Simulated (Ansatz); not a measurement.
Basis sets compared for Zn5O5H18. Total charge 0; singlet. Geometry PBE-D4/def2-SVP. Ansatz on 2 threads of AMD EPYC 7R13 on a shared host and a share (18 GiB) of an NVIDIA H100 80GB HBM3; times are rough, and most runs start from earlier orbitals.

```xyz
28

Zn    2.007   -2.636    0.678
Zn    2.979    0.969   -2.591
Zn   -0.858   -0.435    1.373
Zn   -3.957    2.839    1.194
Zn   -0.262   -2.074   -0.587
O     1.013   -0.837    0.751
O     1.115    0.700   -1.629
O     3.308   -1.887   -0.784
O    -1.230    0.978   -0.241
O    -3.062    1.858    2.792
H     2.775   -3.409    1.797
H     0.673   -3.406   -0.288
H     3.359    2.479   -2.617
H     3.212   -0.594   -2.877
H    -1.253    0.212    2.764
H    -1.536   -1.821    0.586
H    -2.850    2.703    0.039
H    -5.349    3.343    1.680
H    -0.451   -1.247   -1.966
H     1.408   -0.157    0.162
H     0.433    1.286   -1.219
H     0.582   -0.139   -1.831
H     4.218   -2.234   -0.794
H     3.208   -1.347   -1.636
H    -1.946    1.700   -0.067
H    -1.602    0.406   -0.950
H    -2.314    1.177    2.721
H    -3.621    1.570    3.537
```

Single mean-field runs in def2-TZVP are fitted with def2-universal-jkfit. In the singlet geometry the species has come apart into loosely held pieces.

Binding counts from free atoms (Zn singlet, O triplet, H doublet) in the same basis, without a counterpoise term.

| level | functions | energy (Eh) | HOMO (eV) | LUMO (eV) | binding per atom (eV) | wall time |
| --- | --- | --- | --- | --- | --- | --- |
| PBE-D4/def2-SVP | 315 | -9280.5715 | -5.87 | -1.24 | 2.68 | 9 s |
| PBE0-D4/def2-SVP | 315 | -9280.7272 | -7.12 | -0.40 | 2.62 | 9.5 s |

**Question.** Estimate the rows for PBE-D4/def2-TZVP (with forces), PBE0-D4/def2-TZVP (with forces).

**Answer.** 
```
                          level  functions  energy (Eh)  HOMO (eV)  LUMO (eV)  binding per atom (eV)  wall time
 PBE-D4/def2-TZVP (with forces)        503   -9282.3619      -6.23      -1.74                   2.60       12 s
PBE0-D4/def2-TZVP (with forces)        503   -9282.4603      -7.40      -0.89                   2.55       14 s
```
